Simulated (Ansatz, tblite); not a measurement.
Removing an electron: Nb(NH)Cl3 (NbNCl3H). Charge 0, multiplicity 1. Geometry: PBE0-D4/def2-SVP. Ansatz, gas phase; energy differences of separate SCF runs; the oxidised species was run as a doublet alone.

Cartesian coordinates in Å:
```
Nb -0.3760 -0.1440 -0.0795
N 1.1991 0.4594 0.2535
H 2.1305 0.8162 0.4503
Cl -1.7405 1.6765 -0.3536
Cl -0.9951 -1.4154 1.7239
Cl -0.2179 -1.3926 -1.9946
```

In the def2 sets Nb takes a core potential; there is no spin–orbit coupling. The xTB rows come from tblite.

Estimate orbital energies and vertical ionisation energies at: GFN1-xTB; GFN2-xTB; r2SCAN-D4/def2-TZVP; PBE0-D4/def2-TZVP.


| level | −HOMO (eV) | vertical IE (eV) | −LUMO (eV) | HOMO–LUMO gap (eV) |
| --- | --- | --- | --- | --- |
| GFN1-xTB | 12.36 | 14.78 | 9.88 | 2.48 |
| GFN2-xTB | 11.97 | 14.51 | 8.86 | 3.11 |
| r2SCAN-D4/def2-TZVP | 7.81 | 10.40 | 3.55 | 4.27 |
| PBE0-D4/def2-TZVP | 8.85 | 10.62 | 2.85 | 5.99 |

Run but left out: PBE-D4/def2-TZVP (charge +1 doublet: an occupied level 0.00 eV above an empty one).  Raw xTB energy differences between charge states are shifted by several eV; the methods need an empirical correction for them.
